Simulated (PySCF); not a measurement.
Variants of one PySCF input: Ca2

Base input, run as `OMP_NUM_THREADS=1 python input.py` with PySCF 2.14:

```python
from pyscf import gto, scf, tdscf

mol = gto.M(
    atom='Ca 0 0 0; Ca 0 0 3.657',
    basis='ano-rcc-vdzp',
    charge=0,
    spin=0,
    verbose=4,
)
mf = scf.RHF(mol)
mf = mf.sfx2c1e()
mf.kernel()
td = tdscf.TDHF(mf)
td.nstates = 5
td.kernel()
td.analyze()
mf.dip_moment()
print('orbital energies (hartree):', mf.mo_energy[..., max(0, mol.nelec[1]-3):mol.nelec[0]+3].round(4))
```

Base result: E(SCF) = -1359.238542 Eh, 8 cycles, μz(SCF) = 0.00 D, first singlet excitations without spin–orbit coupling 1.43, 1.43, 2.22, 3.33, 3.33 eV. Stability towards an unrestricted solution was not tested. The bond length is a typed value, not an optimised one.

Run time: 3.3 s on 1 thread of Intel Xeon 6975P-C (shared host), peak memory 0.16 GiB.

Each row names what differs from the base; energies in brackets are changes from the base.

| change | result | wall time (s) |
| --- | --- | --- |
| initial guess: minao → random (no such guess here, so PySCF falls back to its default) | E(SCF) = -1359.238542 Eh (+0.0000 eV), 8 cycles, μz(SCF) = 0.00 D, first singlet excitations without spin–orbit coupling 1.43, 1.43, 2.22, 3.33, 3.33 eV | 3.2 |
| basis set: ano-rcc-vdzp → sto-3g; spin-free X2C: on → off | E(SCF) = -1339.972941 Eh, 6 cycles, μz(SCF) = 0.00 D, first singlet excitations without spin–orbit coupling 3.74, 3.74, 3.94, 5.80, 5.80 eV | 0.57 |
| geometry: bond 3.657 → bond 3.913 | E(SCF) = -1359.246123 Eh (-0.2063 eV), 8 cycles, μz(SCF) = 0.00 D, first singlet excitations without spin–orbit coupling 1.67, 1.67, 2.25, 3.39, 3.39 eV | 2.9 |
| step after the SCF: tdhf → tda | E(SCF) = -1359.238542 Eh (+0.0000 eV), 8 cycles, μz(SCF) = 0.00 D, first singlet excitations without spin–orbit coupling 1.51, 1.51, 2.39, 3.40, 3.40 eV | 2.5 |
| step after the SCF: tdhf → ccsd(t); frozen orbitals: default → 10 | E(SCF) = -1359.238542 Eh (+0.0000 eV), 8 cycles, E(CCSD) − E(SCF) = -0.41565 Eh, (T) = -0.00470 Eh, μz(SCF) = 0.00 D | 2.6 |
| number of roots: 5 → 2 | E(SCF) = -1359.238542 Eh (+0.0000 eV), 8 cycles, μz(SCF) = 0.00 D, first singlet excitations without spin–orbit coupling 1.43, 1.43 eV | 2.3 |
| geometry: bond 3.657 → bond 3.547 | E(SCF) = -1359.233956 Eh (+0.1248 eV), 8 cycles, μz(SCF) = 0.00 D, first singlet excitations without spin–orbit coupling 1.33, 1.33, 2.21, 3.30, 3.30 eV | 3.2 |
| step after the SCF: tdhf → tda; number of roots: 5 → 8 | E(SCF) = -1359.238542 Eh (+0.0000 eV), 8 cycles, μz(SCF) = 0.00 D, first singlet excitations without spin–orbit coupling 1.51, 1.51, 2.39, 3.40, 3.40 eV | 2.4 |
| basis set: ano-rcc-vdzp → def2-tzvp; spin-free X2C: on → off | E(SCF) = -1353.477011 Eh, 9 cycles, μz(SCF) = 0.00 D, first singlet excitations without spin–orbit coupling 1.00, 1.00, 1.91, 2.59, 2.59 eV | 7.5 |
| PCM solvent, dielectric constant: none → 32.6; step after the SCF: tdhf → analyze | E(SCF) = -1359.240603 Eh (-0.0561 eV), 8 cycles, μz(SCF) = 0.00 D | 4.9 |
| basis set: ano-rcc-vdzp → def2-tzv2p [unsound on purpose] | stops with BasisNotFoundError (def2-tzv2p) | 0.54 |
| length unit: angstrom → bohr [unsound on purpose] | stops with RuntimeError (This error is often caused by a problematic SCF solution, such as a saddle-point solution.) after the SCF | 2.4 |
| basis set: ano-rcc-vdzp → def2-svpd; spin-free X2C: on → off | E(SCF) = -1353.307024 Eh, 9 cycles, μz(SCF) = 0.00 D, first singlet excitations without spin–orbit coupling 0.97, 0.97, 1.81, 2.54, 2.54 eV | 2.6 |
| charge: 0 → 2; SCF type: RHF → UHF [another spin of the ion may lie lower] | E(SCF) = -1358.774860 Eh (+12.6174 eV), 8 cycles, first excitations without spin–orbit coupling 0.68, 2.62, 2.62, 3.06, 3.58 eV | 6 |
| geometry: bond 3.657 → bond 3.401 | E(SCF) = -1359.226220 Eh (+0.3353 eV), 8 cycles, μz(SCF) = 0.00 D, first singlet excitations without spin–orbit coupling 1.18, 1.18, 2.21, 3.27, 3.27 eV | 3.3 |
| Cartesian functions: off → on | E(SCF) = -1359.238813 Eh (-0.0074 eV), 8 cycles, μz(SCF) = 0.00 D, first singlet excitations without spin–orbit coupling 1.44, 1.44, 2.19, 3.33, 3.33 eV | 3.2 |
| step after the SCF: tdhf → mp2; frozen orbitals: default → 10 | E(SCF) = -1359.238542 Eh (+0.0000 eV), 8 cycles, E(MP2) − E(SCF) = -0.38223 Eh, μz(SCF) = 0.00 D | 2.2 |
| step after the SCF: tdhf → eomea; frozen orbitals: default → 10; number of roots: 5 → 4 [positive roots are unbound] | E(SCF) = -1359.238542 Eh (+0.0000 eV), 8 cycles, E(CCSD) − E(SCF) = -0.41565 Eh, μz(SCF) = 0.00 D, attachment roots 0.264, 0.264, 0.476, 1.561 eV | 2.6 |
| smearing width (hartree): none → 0.2; step after the SCF: tdhf → none [unsound on purpose] | E(SCF) = -1358.385162 Eh (+23.2217 eV), 11 cycles, μz(SCF) = 0.00 D | 2.1 |

Order these changes by how far they move the SCF energy from the base, largest first: (1) PCM solvent, dielectric constant: none → 32.6; step after the SCF: tdhf → analyze; (2) geometry: bond 3.657 → bond 3.401; (3) geometry: bond 3.657 → bond 3.547; (4) geometry: bond 3.657 → bond 3.913.

(2) +0.3353 eV, (4) -0.2063 eV, (3) +0.1248 eV, (1) -0.0561 eV.
